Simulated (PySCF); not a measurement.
AlFH₂OS.

```xyz
6

Al    -0.0337    -0.4409     0.0000
F     -1.4757    -1.2622     0.0000
O      1.4479    -1.2500     0.0000
H      1.5835    -2.1986     0.0000
S     -0.0470     1.7206     0.0000
H      1.3053     1.7605     0.0000
```

The structure is a stationary point at PBE0-D3(BJ)/def2-SVP. The values are those of a single conformer.

Calculation: PBE0/pcSseg-2 (PySCF). Non-relativistic, no solvent.

Problem. Give the absolute GIAO shielding of each atom: isotropic value and principal components (ppm). (The exact figures need the calculation; the answer reports its results.)

Solution. 
```json
[
 {"atom": "Al1", "σ(iso)": "440.8", "σ11": "377.5", "σ22": "425.4", "σ33": "519.6", "span": "142.2"},
 {"atom": "F2", "σ(iso)": "347.7", "σ11": "294.8", "σ22": "314.5", "σ33": "433.9", "span": "139.1"},
 {"atom": "O3", "σ(iso)": "301.7", "σ11": "261.8", "σ22": "278.4", "σ33": "364.9", "span": "103.1"},
 {"atom": "H4", "σ(iso)": "29.7", "σ11": "21.4", "σ22": "22.5", "σ33": "45.3", "span": "23.9"},
 {"atom": "S5", "σ(iso)": "811.2", "σ11": "734.6", "σ22": "756.0", "σ33": "943.0", "span": "208.4"},
 {"atom": "H6", "σ(iso)": "31.2", "σ11": "23.1", "σ22": "27.6", "σ33": "42.8", "span": "19.7"}
]
```
